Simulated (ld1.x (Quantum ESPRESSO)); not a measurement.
**Ag: excitation energies, all-electron against TM**

ld1.x (Quantum ESPRESSO) 7.5 input, shortened:

```
&input
   title='Ag', zed=47., rel=1, dft='PBESOL', iswitch=3,
   config='[Kr] 4d8 5s0 5p0'
 /
 &inputp
   pseudotype=2, tm=.true., lloc=1,
   nlcc=.false.
 /
3
5S  1  0   0.00   0.00  1.70  1.70  0.0
4D  3  2   8.00   0.00  1.35  1.35  0.0
5P  2  1   0.00   0.00  2.45  2.45  0.0
 &test
   configts(1)='4d8 5s0 5p0'
 /
```

Energies are relative to the spin-unpolarised reference configuration 4d8 5s0 5p0; without spin polarisation the order of configurations can differ from experiment.

```csv
valence configuration,charge,ΔE all-electron (eV),error AE − PS (meV)
4d10 5s1 5p0,0,-66.041,-633
4d9 5s0 5p0,+2,-36.182,-245
4d10 5s0.5 5p0,+0.5,-63.021,-734
4d10 5s0 5p1,0,-62.111,-703
4d9 5s1 5p1,0,-57.433,-52
```

Question: What are ΔE and the potential's error for 4d9 5s2 5p0?

Answer: ΔE = -61.990 eV all-electron; the error (AE − PS) is -19 meV.

Question: What are ΔE and the potential's error for 4d10 5s0 5p0?

Answer: ΔE = -58.295 eV all-electron; the error (AE − PS) is -835 meV.

ld1.x printed “convergence not achieved” for 4 of the counted tests; their residual had stalled under 1e-8, short of the target of 1e-14.
